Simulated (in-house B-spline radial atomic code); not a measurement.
Radial electron density of Sn+, [Kr] 4d10 5s2 5p1. All numbers are computed (scalar-relativistic (X2C) B97-1, spin-polarised, spherical fractional occupations, exact exchange averaged over the configuration; Fermi nucleus of rms radius 4.6519 fm) with a B-spline radial code for spherical atoms, not measured.

One-electron X2C: radii and densities carry no picture-change correction, so inner-shell <1/r> comes out high (for 1s by about 2 % at Z = 33, 5 % at 54, 10 % at 75, 30 % at 118) and <r> low.

Columns: r (bohr), 4πr²n(r) (electrons per bohr), bar.

```
0.000948    2.085 #
 0.00118    2.956 ##
 0.00146    4.131 ##
 0.00181    5.759 ###
 0.00224    7.947 ####
 0.00278    10.91 ######
 0.00345    14.81 ########
 0.00429    19.84 ###########
 0.00532    26.02 ##############
  0.0066    33.35 ##################
 0.00818    41.51 ######################
  0.0102    50.13 ###########################
  0.0126    57.56 ###############################
  0.0156    62.97 ##################################
  0.0194    65.07 ###################################
  0.0241    63.31 ##################################
  0.0298    59.13 ################################
   0.037    55.59 ##############################
  0.0459    56.82 ##############################
   0.057    64.75 ###################################
  0.0707    75.98 #########################################
  0.0877    82.47 ############################################
   0.109    77.63 #########################################
   0.135    65.01 ###################################
   0.167    56.94 ##############################
   0.208     61.1 #################################
   0.258    67.76 ####################################
    0.32    60.62 ################################
   0.397    39.93 #####################
   0.492    23.34 ############
    0.61    20.76 ###########
   0.757    23.47 #############
    0.94    20.87 ###########
    1.17     13.5 #######
    1.45     7.19 ####
    1.79    3.816 ##
    2.23     2.19 #
    2.76    1.271 #
    3.43   0.6046 
    4.25   0.2128 
    5.27  0.05203 
    6.54 0.008597 
    8.12 0.0008404 
    10.1 3.989e-05
```

On this grid the curve has 4 maxima, near 0.0194, 0.0877, 0.258, 0.757 bohr.

The 5s up radial function P(r) = rR(r), positive near the nucleus:

```tsv
r (bohr)	P
0.0004	0.01055
0.000616	0.01503
0.000948	0.02129
0.00146	0.02993
0.00224	0.04141
0.00345	0.05623
0.00532	0.07373
0.00818	0.09085
0.0126	0.1005
0.0194	0.08891
0.0298	0.0388
0.0459	-0.05521
0.0707	-0.147
0.109	-0.1205
0.167	0.08295
0.258	0.2348
0.397	-0.01874
0.61	-0.3582
0.94	-0.06823
1.45	0.5671
2.23	0.733
3.43	0.3896
5.27	0.08215
8.12	0.005119
```
